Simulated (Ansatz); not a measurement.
A made-up structure of H$_{3}$SeO (charge +1), singlet:

O1  (1.067, 0.779, 0.161)
Se2  (-0.366, -0.494, 0.053)
H3  (-1.077, -0.782, 1.354)
H4  (-0.050, -1.766, -0.695)
H5  (0.553, 1.390, -0.390)
(Å)

It is relaxed with PBE-D4/def2-SVP and then PBE0-D4/def2-TZVP (Ansatz 0.2.0). Atoms count as bonded within 1.22 times the sum of their covalent radii (H–H: 0.88 Å). The end point is not checked to be a true minimum.

Does its bonding change? (Judge from chemistry; the calculation decides.)

The calculation gives: No: no bond forms or breaks.

Where it ends: The first stage lowers the energy by 1.37 eV in 7 steps. It ends as H₃SeO ([OH][SeH2]), total charge +1:
```xyz
5
angstrom
O 0.8017 0.5558 0.1349
Se -0.6344 -0.3845 -0.1335
H -0.8203 -0.8067 1.2779
H 0.0604 -1.6502 -0.4796
H 0.7199 1.4123 -0.3171
```

Labels in which every atom is bracketed show which atoms are joined, not bond orders.

For scale, one of the runs: PBE0-D4/def2-TZVP relaxation, 97 basis functions, launched by `ansatz run in.yaml --threads 2 --pin off --events-out ev --progress --plain --max-ram 4352MiB`. Hardware: 2 CPU threads of an Arm Neoverse V1, shared host. Wall time about 9.5 s.
